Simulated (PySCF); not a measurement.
A homologous series of growing length: n-germane mercapto/mercapto. Gas-phase values, no solvent. One relaxed conformer stands for each flexible species; it need not be the lowest. Strings in code marks are SMILES.

Method: r2SCAN-D4/def2-TZVP // B3LYP-D3(BJ)/def2-SVP run with PySCF 2.14.0. Excitations are Tamm–Dancoff values on a coarser integration grid. The basis has no diffuse functions, so Rydberg states are missing or too high.

| species | HOMO–LUMO gap (eV) | S1 excitation (TDA) (eV) | brightest of the four lowest singlets (TDA) (eV) | S1 oscillator strength |
|---|---|---|---|---|
| n = 1 (`[SH][GeH2][SH]` (H–S–Ge–S torsion -140°, S–Ge–S–H torsion -140°)) | 5.29 | 5.44 | – | 0.017 |
| n = 2 (`[SH][GeH2][GeH2][SH]`) | 4.60 | 4.87 | 4.87 | 0.113 |
| n = 4 (`[GeH2]([GeH2][GeH2][SH])[GeH2][SH]`) | 4.21 | 4.49 | 4.49 | 0.379 |
| n = 6 (`[GeH2]([GeH2][GeH2][SH])[GeH2][GeH2][GeH2][SH]`) | 4.02 | 4.26 | 5.22 | 0.675 |
